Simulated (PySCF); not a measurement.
Constitutional and geometric isomers with formula C3H5N. Gas-phase values, no solvent. One relaxed conformer stands for each flexible species; it need not be the lowest. Strings in code marks are SMILES.

Method: B3LYP-D3(BJ)/def2-TZVP // PBE0-D4/def2-TZVP run with PySCF 2.14.0. All candidates: neutral, multiplicity 1. B3LYP has the VWN-RPA correlation part, as in Gaussian. Delta-SCF ions had no search for a lower state. Excitations are Tamm–Dancoff values on a coarser integration grid. The basis has no diffuse functions, so Rydberg states are missing or too high.

```yaml
S1 excitation (TDA): 5.35 eV
vertical ionisation energy (Delta-SCF): 8.35 eV
T1 excitation (TDA): 5.09 eV
```

Say which member has these values.
(A) `C=C=NC`
(B) `CC#CN`
(C) `NC1C=C1`
(D) `C1=CNC1`

B, `CC#CN`. The others give `C1=CNC1`: 5.82 eV, 8.52 eV, 3.96 eV; `NC1C=C1`: 4.85 eV, 8.77 eV, 4.31 eV; `C=C=NC`: 4.79 eV, 8.86 eV, 4.33 eV
